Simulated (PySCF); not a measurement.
# Correlation energy of Bi⁺ (bismuth, charge +1)

[Xe] 4f14 5d10 6s2 6p1 7s1, high-spin 3P determinant (an excited configuration). Calculation: PySCF 2.14, in aug-cc-pVQZ-PP with ECP60MDF (7s7p5d3f2g, 92 functions); scalar relativity through the core potential. Frozen: 5s2 5p6 5d10; 4 electrons correlated.

| level | correlation energy (mhartree) |
| --- | --- |
| CCSD | -49.31 |
| (T) | -1.21 |
| CCSD(T) | -50.52 |

Diagnostics: T1 = 0.014, D1 = 0.0361, largest double amplitude 0.068.

Spin-orbit coupling, absent here, splits the open shell strongly. The outer electron is Rydberg-like, and this basis confines it to a smaller radius and binds it less than a complete one would.

Cost of the coupled-cluster step: about 17 core-seconds, for 4 correlated electrons.

Iterations:

```
CC2 = 0
CCSD nocc = (np.int64(3), np.int64(1)), nmo = (83, 83)
frozen orbitals [[0, 1, 2, 3, 4, 5, 6, 7, 8], [0, 1, 2, 3, 4, 5, 6, 7, 8]]
max_cycle = 100
direct = 0
conv_tol = 1e-08
conv_tol_normt = 1e-06
diis_space = 8
diis_start_cycle = 0
Init t2, MP2 energy = -0.0401946113891753
Init E_corr(UCCSD) = -0.0401946113928224
cycle = 1  E_corr(UCCSD) = -0.046586248484229  dE = -0.00639163709  norm(t1,t2) = 0.0397999
cycle = 2  E_corr(UCCSD) = -0.0483346261877196  dE = -0.0017483777  norm(t1,t2) = 0.0156005
cycle = 3  E_corr(UCCSD) = -0.0493081235507972  dE = -0.000973497363  norm(t1,t2) = 0.00745656
cycle = 4  E_corr(UCCSD) = -0.049260062556955  dE = 4.80609938e-05  norm(t1,t2) = 0.00306349
cycle = 5  E_corr(UCCSD) = -0.0493130960123133  dE = -5.30334554e-05  norm(t1,t2) = 0.00202309
cycle = 6  E_corr(UCCSD) = -0.0493071921216085  dE = 5.9038907e-06  norm(t1,t2) = 0.000424304
cycle = 7  E_corr(UCCSD) = -0.0493125287299872  dE = -5.33660838e-06  norm(t1,t2) = 0.000173008
cycle = 8  E_corr(UCCSD) = -0.0493117157497758  dE = 8.12980211e-07  norm(t1,t2) = 9.25015e-05
cycle = 9  E_corr(UCCSD) = -0.0493113777982604  dE = 3.37951515e-07  norm(t1,t2) = 4.94678e-05
cycle = 10  E_corr(UCCSD) = -0.0493116533715744  dE = -2.75573314e-07  norm(t1,t2) = 1.93666e-05
cycle = 11  E_corr(UCCSD) = -0.0493117851978853  dE = -1.31826311e-07  norm(t1,t2) = 6.72994e-06
cycle = 12  E_corr(UCCSD) = -0.0493117624419968  dE = 2.27558885e-08  norm(t1,t2) = 2.51621e-06
cycle = 13  E_corr(UCCSD) = -0.0493117704809068  dE = -8.03891003e-09  norm(t1,t2) = 1.02789e-06
cycle = 14  E_corr(UCCSD) = -0.0493117634281975  dE = 7.05270933e-09  norm(t1,t2) = 3.66936e-07
UCCSD converged
E(UCCSD) = -213.0658374523409  E_corr = -0.04931176342819751
UCCSD(T) correction = -0.00121139104099197
```
